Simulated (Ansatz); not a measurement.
**Redistribution: SiH4 + Si3H8O2 → SiH3(OH) + Si3H8O**

Species: SiH4 (silane) `[SiH4]`, singlet; Si3H8O2 `O[SiH]([SiH3])O[SiH3]`, singlet; SiH3(OH) (silanol), singlet; Si3H8O `[SiH3]O[SiH2][SiH3]`, singlet. The partners trade H for OH; both sit on Si, so the bond types are kept.

Shapes, held fixed at every level: PBE0-D4/def2-TZVP. Flexible molecules stand in one conformer, not always the lowest. Programs: Ansatz 0.2.0. Electronic energies: no zero-point or thermal term.

**Question.** Estimate ΔE of this reaction.

**Answer.** The highest level, CCSD(T)/CBS estimate, gives ΔE = +23.1 kJ/mol; the levels span +17.4 to +25.4. The column of differences is taken from that level and isn't an error. No measured value is set beside it here. The CBS estimate extrapolates MP2 from def2-TZVPP and def2-QZVPP and adds CCSD(T) − MP2 in the triple-zeta set, cores frozen.

| level | kind | ΔE (kJ/mol) | less CCSD(T)/CBS estimate |
| --- | --- | --- | --- |
| HF/def2-SVP | Hartree–Fock | +19.3 | -3.8 |
| HF/def2-TZVPP | Hartree–Fock | +17.4 | -5.7 |
| B3LYP-D4/def2-TZVPP | global hybrid | +24.8 | +1.7 |
| wB97X-V/def2-TZVPP | range-separated hybrid | +23.8 | +0.7 |
| CCSD(T)/def2-SVP | coupled cluster or CI | +25.4 | +2.3 |
| CCSD/def2-SVP | coupled cluster or CI | +24.3 | +1.2 |
| CCSD(T)/def2-TZVPP | coupled cluster or CI | +24.2 | +1.1 |
| CCSD(T)/CBS estimate | coupled cluster or CI | +23.1 | 0.0 |
